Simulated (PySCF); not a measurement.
Electron correlation in N²⁺ (nitrogen, charge +2)

[He] 2s2 2p1, 2P determinant. Computed with PySCF 2.14 in aug-cc-pCVTZ-DK, with the spin-free X2C one-electron Hamiltonian (Gaussian nucleus). Frozen: nothing; 5 electrons correlated.

| level | correlation energy (mhartree) |
| --- | --- |
| CCSD | -132.91 |
| (T) | -1.51 |
| CCSD(T) | -134.42 |

Diagnostics: T1 = 0.0057, D1 = 0.0138, largest double amplitude 0.134.

Cost of the coupled-cluster step: about 2.3 core-seconds, for 5 correlated electrons.

Iterations:

```
CC2 = 0
CCSD nocc = (np.int64(3), np.int64(2)), nmo = (59, 59)
frozen orbitals [[], []]
max_cycle = 100
direct = 0
conv_tol = 1e-08
conv_tol_normt = 1e-06
diis_space = 8
diis_start_cycle = 0
Init t2, MP2 energy = -0.105585592317038
Init E_corr(UCCSD) = -0.105585592317368
cycle = 1  E_corr(UCCSD) = -0.121935884265431  dE = -0.0163502919  norm(t1,t2) = 0.0494236
cycle = 2  E_corr(UCCSD) = -0.127714735756805  dE = -0.00577885149  norm(t1,t2) = 0.0241186
cycle = 3  E_corr(UCCSD) = -0.132979996197584  dE = -0.00526526044  norm(t1,t2) = 0.0123133
cycle = 4  E_corr(UCCSD) = -0.132887177085629  dE = 9.2819112e-05  norm(t1,t2) = 0.00081096
cycle = 5  E_corr(UCCSD) = -0.132921436285201  dE = -3.42591996e-05  norm(t1,t2) = 0.000107661
cycle = 6  E_corr(UCCSD) = -0.132909424113676  dE = 1.20121715e-05  norm(t1,t2) = 2.3596e-05
cycle = 7  E_corr(UCCSD) = -0.132912552479081  dE = -3.12836541e-06  norm(t1,t2) = 6.96955e-06
cycle = 8  E_corr(UCCSD) = -0.132912422875477  dE = 1.29603604e-07  norm(t1,t2) = 6.7525e-07
cycle = 9  E_corr(UCCSD) = -0.132912369980184  dE = 5.28952931e-08  norm(t1,t2) = 1.26728e-07
cycle = 10  E_corr(UCCSD) = -0.132912381122608  dE = -1.11424238e-08  norm(t1,t2) = 2.77896e-08
cycle = 11  E_corr(UCCSD) = -0.132912379928357  dE = 1.194251e-09  norm(t1,t2) = 9.93943e-09
UCCSD converged
E(UCCSD) = -52.98045826744556  E_corr = -0.132912379928357
UCCSD(T) correction = -0.00150670014353985
```
